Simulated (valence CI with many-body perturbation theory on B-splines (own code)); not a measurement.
**W⁶⁹⁺: fill in the table**

Calculated by relativistic CI+MBPT: three valence electrons over a frozen Dirac-Fock core [He], radial functions for each j: 11 s, 11 p, 10 d, 8 f, 5 g, 2 h, with the one-electron correlation potential Σ1 (screened to all orders), the two-electron term Σ2, the three-electron term Σ3, Breit, model QED; selected single and double excitations, second order for the rest, scaled by the run's own slope (own B-spline code, finite nucleus).

The last digits are not significant, and no measured levels were compared; by estimate large intervals hold to a few tenths of a per cent, small ones and those within an open d or f shell to about a per cent.

| Level | E (Ry) |
| --- | --- |
| (2s^2 2p1/2) J=1/2 | 0.00 |
| (2s 2p1/2^2) J=1/2 | ? |
| (2s^2 2p3/2) J=3/2 | 107.52 |
| (2s 2p1/2 2p3/2) J=3/2 [a] | 121.56 |
| (2s 2p1/2 2p3/2) J=5/2 | 124.56 |
| (2s 2p1/2 2p3/2) J=1/2 | 129.91 |
| (2s 2p1/2 2p3/2) J=3/2 [b] | 130.06 |
| (2p1/2^2 2p3/2) J=3/2 | ? |
| (2s 2p3/2^2) J=5/2 | 230.39 |
| (2s 2p3/2^2) J=1/2 | 238.45 |
| (2s 2p3/2^2) J=3/2 | 238.49 |
| (2p1/2 2p3/2^2) J=3/2 | ? |
| (2p1/2 2p3/2^2) J=5/2 | 256.27 |
| (2p1/2 2p3/2^2) J=1/2 | ? |
| (2p3/2^3) J=3/2 | 365.31 |
| (2s^2 3s) J=1/2 | ? |
| (2s^2 3p1/2) J=1/2 | 787.85 |
| (2s 2p1/2 3s) J=1/2 [a] | ? |
| (2s 2p1/2 3s) J=3/2 | 796.65 |
| (2s 2p1/2 3s) J=1/2 [b] | 798.94 |

Levels are named by their leading jj configuration (3d3/2^4 stands for four electrons in 3d with j = 3/2), which in mixed levels can hold well under half, so a name can repeat and another be missing. Letters in brackets count levels of one name in rising energy.

Problem. The levels stand in rising order. What does the calculation give for the missing energies?

Solution. (2s 2p1/2^2) J=1/2 19.94; (2p1/2^2 2p3/2) J=3/2 150.74; (2p1/2 2p3/2^2) J=3/2 254.61; (2p1/2 2p3/2^2) J=1/2 260.54; (2s^2 3s) J=1/2 781.25; (2s 2p1/2 3s) J=1/2 [a] 794.59.
